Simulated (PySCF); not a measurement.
biphenyl (C12H10), SMILES c1ccc(-c2ccccc2)cc1.

Geometry: B3LYP-D3(BJ)/def2-SVP. One conformer was computed; it need not be the lowest.

Two levels are set side by side: PBE/def2-SVP (PySCF) and HF/def2-SVP (PySCF). Same geometry, gas phase. Differences are taken from unrounded values.

```
quantity                       PBE
---------------------------  -----
orbital gap (eV)              3.93
highest occupied level (eV)  -5.63
lowest empty level (eV)      -1.71
mean polarisability (bohr³)  130.4
```

Q: These are the PBE values. What does HF give? (Estimate from the structure and the level; the computed values follow.)

A: 
```csv
quantity,HF,PBE minus HF
orbital gap (eV),10.80,-6.88
highest occupied level (eV),-8.21,2.58
lowest empty level (eV),2.60,-4.30
mean polarisability (bohr³),121.5,8.9
```

PBE's occupied levels lie high since its potential decays too fast outside the molecule; exact exchange lowers them and widens the gap. Loosely held outer electrons make PBE densities more polarisable. Differences between two approximate levels are no errors against the true value.

Rough cost on one machine, each run with all the roots and properties that it gave: HF against PBE about 1/3.
